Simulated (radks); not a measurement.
Results of a calculation; reference values are marked as such.
Numerical settings for the gallium ion Ga9+, [Ar] 3d4. Code: a radial shooting solver on a logarithmic mesh with Libxc functionals. Model: scalar-relativistic Kohn-Sham, r2SCAN, spin-polarised, spherical densities, finite nucleus; open shells are filled with parallel spins first; meta-GGA in the generalised Kohn-Sham scheme; Fermi nuclear charge, rms radius 3.9973 fm. The defaults (mesh step 0.008 in ln r, mesh end at 40 bohr or more with all orbitals vanishing there, Anderson mixing 0.5 over 9 steps, residual threshold near 1e-9 with the energy settled to 1e-9 hartree or 1e-11 of itself, here a cap of 61 iterations) give E = -1913.246 hartree and 3d at -229.20 eV in 12 iterations. Run on one thread of a shared host, so times are rough (Arm Neoverse V2): 0.11 s of CPU time, 0.11 s wall, 12 iterations on 2189 mesh points. Changes against that run (0 stands for a change within the tolerance of the run):

| setting | iterations | converged | E (mhartree) | e(3d) (meV) | CPU (s) |
|---|---|---|---|---|---|
| mesh step in ln r 0.12 | 2 | no | diverged | - | 0.01 |
| mesh step in ln r 0.012 | 11 | yes | 0 | -0.0287 | 0.07 |
| mesh step in ln r 0.2 | 61 | no | diverged | - | 0.17 |
| mesh end (bohr) 8 | 12 | yes | 0 | 0 | 0.1 |
| mesh end (bohr) 400 | 12 | yes | 0 | 0 | 0.11 |
| residual threshold 1e-05 | 10 | yes | 0 | -0.0447 | 0.09 |
| residual threshold 1e-16 | 61 | no | 0 | -0.00702 | 0.29 |
| mixing 2.5 | 19 | yes | 0 | -0.0103 | 0.15 |
| linear mixing, mixing 0.05 | 61 | no | +3.76 | -3.41e+03 | 0.5 |
| linear mixing, mixing 1 | 22 | no | diverged | - | 0.18 |
| mixing history 3 | 14 | yes | 0 | +0.0351 | 0.12 |
| iteration cap 3 | 3 | no | +18.6 | -1.09e+03 | 0.03 |

No run marked as converged misses the energy by more than 1 mhartree. A mesh that ends early acts as a hard wall.
